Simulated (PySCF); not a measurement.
GeHO, SMILES [Ge]=[OH+] (connectivity only; charge and spin as stated), charge +1, multiplicity 1.

Geometry: ωB97X-D3(BJ)/def2-TZVP. The isomer is the one that the SMILES or the coordinates give; other isomers of the formula were not compared.

Level of theory: ωB97X-D3(BJ)/def2-TZVP run with PySCF.

Frequencies are harmonic and unscaled.

Modes within 1.5 cm⁻¹ of each other (mostly degenerate sets) share a row, with their intensities summed.

```json
[
 {"mode": "1–2", "ν (cm⁻¹)": "180", "IR (km/mol)": "499.1", "moving atoms (share of kinetic energy)": "H 86 %, O 14 %"},
 {"mode": "3", "ν (cm⁻¹)": "912", "IR (km/mol)": "117.7", "moving atoms (share of kinetic energy)": "O 76 %, Ge 19 %"},
 {"mode": "4", "ν (cm⁻¹)": "3855", "IR (km/mol)": "547.2", "moving atoms (share of kinetic energy)": "H 94 %"}
]
```
